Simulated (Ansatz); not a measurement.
`F[BH][GaH][F]` + `[AsH3]` → `FB[AsH2]` + `[F][GaH2]`  (cleavage of the B–Ga bond)

Program: Ansatz. Geometries: PBE0-D4/def2-TZVP. ΔE: electronic, gas phase. CBS: MP2 limit from def2 TZ/QZ plus the TZ coupled-cluster correction, frozen cores. Functionals use def2-TZVPP. For As, Ga outer-core shells are correlated without core-valence functions, which leaves a few kJ/mol of doubt a bond. Scalar relativity is left out up to krypton. One conformer a species, not always the lowest.

`F[BH][GaH][F]`:

```xyz
6

F    -1.591   -0.016    1.407
B    -0.562    0.563    0.818
Ga    0.388   -0.400   -0.813
F     1.842   -1.280   -0.323
H    -0.223    1.627    1.267
H     0.146   -0.495   -2.356
```

`[AsH3]`:

```xyz
4

As    0.023   -0.565   -0.289
H    -1.271    0.152    0.065
H     0.614   -0.292    1.086
H     0.633    0.706   -0.862
```

`FB[AsH2]`:

```xyz
6

F    -0.302    1.714   -0.771
B     0.429    0.678   -0.408
As   -0.207   -0.536    1.089
H     1.507    0.550   -0.918
H     0.223   -1.806    0.381
H    -1.650   -0.600    0.628
```

`[F][GaH2]`:

Cartesian coordinates in Å:
```
F 1.145 1.135 0.260
Ga -0.088 -0.087 -0.020
H -1.147 -0.183 1.115
H 0.090 -0.864 -1.356
```

| level | ΔE (kcal/mol) | difference from CCSD(T)/CBS |
| --- | --- | --- |
| PBE0 | -8.7 | 0.1 |
| r2SCAN0 | -9.7 | -0.9 |
| BHLYP | -8.4 | 0.4 |
| CAM-B3LYP | -8.1 | 0.7 |
| CCSD/def2-SVP | -8.3 | 0.5 |
| MP2/def2-TZVPP | -10.5 | -1.7 |
| CCSD/def2-TZVPP | -8.8 | 0.0 |
| CCSD(T)/def2-TZVPP | -9.0 | -0.2 |
| HF/def2-QZVPP | -8.9 | -0.1 |
| SCS-MP2/def2-QZVPP | -9.5 | -0.7 |
| CCSD(T)/CBS | -8.8 | 0 |

Question: What do rigid-rotor, harmonic-oscillator terms from PBE0-D4/def2-TZVP frequencies (298.15 K, 1 bar) make of the CCSD(T)/CBS value? (Estimate.)

Answer: The calculation gave: ΔZPE = +0.2 kcal/mol, ΔH = -9.0 kcal/mol, ΔS = -6 J/(mol·K), ΔG = -8.6 kcal/mol.

Largest T1 diagnostic among the species: 0.015.

From BLYP to BHLYP (50 % exact exchange), in def2-TZVPP and without D4, ΔE moves by −1.6 kcal/mol. Leaving LDA and LC-ωPBE aside and taking each functional with its dispersion term where it has one, the values, not all of them listed here, spread over 2.8 kcal/mol, from B97M-V to BLYP-D4. LDA lies −1.3 kcal/mol from PBE without D4.
